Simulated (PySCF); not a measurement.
**Telling isomers of C₇H₁₂NPSi apart by NMR**

[PySCF 2.14.0 with density-fitted response routines: geometry from GFN2-xTB; GIAO PBE0/pcSseg-1 shieldings; fast rotation and ring inversion assumed for equivalent nuclei; one computed conformer; gas phase; relativity neglected]

Referencing at the same level of theory: ¹H (σ = 31.72 ppm) and ¹³C (σ = 186.93 ppm) against TMS. Splittings of carbon signals by F and P are missing where no couplings were computed. Where no couplings were computed, multiplicities follow the n + 1 count of equivalent neighbours, and m marks all less simple cases (inequivalent or close neighbours, rings, F or P nearby). Shifts are as computed. Against solution values, carbons near 30 ppm lie about +3 ppm off and those near 130 ppm about +5 ppm. Of 1211 compounds with measured shifts, 218 miss one by over three times the rms of a fit or turn the order of signals round; such compounds aren't used in these exercises.

(1) Tabulate the signals of `CN([SiH2]P)c1ccccc1`, `C[Si](C)(C)c1ncccp1`, `C[Si](C)(C)c1cncpc1` and their relative energies.

(2) What is the quickest way to tell CN([SiH2]P)c1ccccc1 from C[Si](C)(C)c1cncpc1?

(3) What is the quickest way to tell CN([SiH2]P)c1ccccc1 from C[Si](C)(C)c1ncccp1?

(4) What is the quickest way to tell C[Si](C)(C)c1ncccp1 from C[Si](C)(C)c1cncpc1?

Results:

(1) 
```tsv
SMILES	carbon types	δC	δH	E rel. (kcal/mol)
CN([SiH2]P)c1ccccc1	1×C 5×CH 1×CH3	155.1, 134.5, 124.7, 123.6, 38.9	7.52 (m, 2H), 7.13 (t, 1H), 6.66 (d, 2H), 5.47 (m, 2H), 3.09 (s, 3H), 1.21 (m, 2H)	6.2
C[Si](C)(C)c1ncccp1	1×C 3×CH 3×CH3	223.2, 175.4, 148.6, 125.0, 0.7	9.77 (m, 1H), 9.20 (m, 1H), 7.48 (m, 1H), 0.40 (s, 9H)	0.2
C[Si](C)(C)c1cncpc1	1×C 3×CH 3×CH3	192.1, 180.1, 155.7, 140.9, -0.8	10.76 (m, 1H), 9.73 (m, 1H), 9.26 (m, 1H), 0.32 (s, 9H)	0.0
```

Energies are electronic energies at PBE0/pcSseg-1 on these geometries, without zero-point or thermal terms, each for the one conformer computed, which needn't be the lowest.

(2) Both give the same number of carbon signals, but DEPT or the intensities differ. The first has a methyl carbon bonded to N (CH3) at 38.9 ppm, the second an aromatic CH next to a ring nitrogen at 192.1 ppm. Their most deshielded carbons lie at 155.1 and 192.1 ppm. In the proton spectra the most deshielded non-exchanging signals are 7.52 (m, 2H) and 10.76 (m, 1H).

(3) Both give the same number of carbon signals, but DEPT or the intensities differ. The first has an aromatic carbon bearing nitrogen (C) at 155.1 ppm, the second a substituted aromatic carbon next to a ring nitrogen (C) at 223.2 ppm. In the proton spectra the most deshielded non-exchanging signals are 7.52 (m, 2H) and 9.77 (m, 1H).

(4) Both give the same number of carbon signals, with the same numbers of each carbon type, so the positions decide. The first has a substituted aromatic carbon next to a ring nitrogen (C) at 223.2 ppm, the second a substituted aromatic carbon (C) at 140.9 ppm. Their most deshielded carbons lie at 223.2 and 192.1 ppm. In the proton spectra the most deshielded non-exchanging signals are 9.77 (m, 1H) and 10.76 (m, 1H).
